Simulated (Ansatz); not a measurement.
CH7ClSi3, relaxed with RKS PBE-D4/def2-SVP in Ansatz 0.2.0 from a rough embedded geometry. The force threshold is 0.03 eV/Å; the program also tests the step.

The species carries charge 0 and has multiplicity 1. The bonds changed during the relaxation, so this is another structure than the one it started from.

Start:

```xyz
12

Si   -1.751    0.080    0.139
C     0.051    0.584    0.137
Si    0.954   -0.362    1.294
Si    0.955    0.355   -1.355
Cl    0.903   -1.602   -2.140
H    -2.438    0.894   -0.987
H    -2.374    0.419    1.394
H    -1.898   -1.341   -0.202
H     0.027    1.681    0.404
H     2.315    0.210    1.616
H     0.974   -1.804    1.151
H     2.283    0.886   -1.450
```

```
         step  energy (eV)  largest force (eV/Å)  largest move (Å)
            1  -37274.2357                 3.869             0.000
            2  -37274.7878                 1.873             0.195
            3  -37274.9796                 0.280             0.194
            4  -37275.0219                 0.288             0.194
            5  -37275.0684                 0.174             0.200
            6  -37275.1130                 0.407             0.193
            7  -37275.2296                 0.857             0.195
            8  -37275.5177                 1.004             0.195
            9  -37275.7658                 0.592             0.195
           10  -37275.8206                 0.370             0.134
           11  -37275.8418                 0.297             0.090
           12  -37275.8525                 0.251             0.083
           13  -37275.8578                 0.120             0.033
14 (rejected)  -37275.8578                 0.178             0.027
           15  -37275.8595                 0.053             0.013
           16  -37275.8599                 0.079             0.028
           17  -37275.8606                 0.015             0.020
```

End:

```xyz
12

Si   -1.745    0.028    0.098
C     0.004    0.743    0.015
Si    1.415   -0.240    0.758
Si    0.975    0.746   -1.680
Cl    0.332   -1.172   -2.409
H    -2.568    0.495   -1.073
H    -2.416    0.515    1.357
H    -1.725   -1.472    0.121
H     0.013    1.780    0.415
H     2.144    0.404    1.900
H     1.156   -1.701    0.951
H     2.414   -0.127   -0.453
```

Hardware: 4 threads of an Arm Neoverse V1 on a shared host. Wall time 28 s, peak host memory 0.18 GiB.
